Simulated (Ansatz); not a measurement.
Computed with Ansatz on PBE0-D4/def2-TZVP structures; ΔE is electronic, products minus reactants. CBS: MP2 limit from def2 TZ/QZ plus the TZ coupled-cluster correction, frozen cores. This one scheme is used for every species. DFT in def2-TZVPP. Elements past krypton have def2 core potentials. For Se, Zr outer-core shells are correlated without core-valence functions, which leaves a few kJ/mol of doubt a bond. Scalar relativity is left out up to krypton. One conformer a species, not always the lowest.

Consider the ligand exchange at a Zr–Se bond: `[OH][Zr]([F])([Cl])[SeH]` + NH₃ → `[NH2][Zr]([OH])([F])[Cl]` + H₂Se.

`[OH][Zr]([F])([Cl])[SeH]`:

```xyz
7

O    -0.942    1.151   -1.118
Zr   -0.021   -0.252   -0.260
F     1.476   -0.844   -1.259
Cl   -1.429   -2.094    0.119
Se    0.782    0.748    1.976
H    -1.430    1.773   -1.653
H     1.563   -0.483    2.195
```

NH₃:

Cartesian coordinates in Å:
```
N 0.278 -0.044 -0.015
H -0.137 -0.523 0.775
H 0.059 0.939 0.085
H -0.200 -0.372 -0.845
```

`[NH2][Zr]([OH])([F])[Cl]`:

Cartesian coordinates in Å:
```
N 0.644 -0.013 1.369
Zr 0.061 0.283 -0.536
O -1.188 -1.097 -0.932
F 1.613 0.272 -1.648
Cl -0.945 2.422 -0.739
H 0.198 -0.630 2.034
H 1.433 0.436 1.814
H -1.816 -1.673 -1.360
```

H₂Se:

Cartesian coordinates in Å:
```
Se -0.396 -0.224 0.511
H -0.585 -0.051 -0.933
H 0.981 0.275 0.421
```

```tsv
species	ωB97X-V energy (Eh)
`[OH][Zr]([F])([Cl])[SeH]`	-3085.08511
NH₃	-56.56247
`[NH2][Zr]([OH])([F])[Cl]`	-739.10868
H₂Se	-2402.52733
```

Problem. Work out ΔE.

Solution. ΔE = (-739.10868) + (-2402.52733) − (-3085.08511) − (-56.56247) = 0.01157 Eh = +7.3 kcal/mol. CCSD(T)/CBS gives +9.4 kcal/mol.

Largest T1 diagnostic among the species: 0.016.

In def2-TZVPP, CCSD(T) changes the Hartree–Fock value by +1.4 kcal/mol (the triples alone add +0.8 kcal/mol) and MP2 by +2.7 kcal/mol.
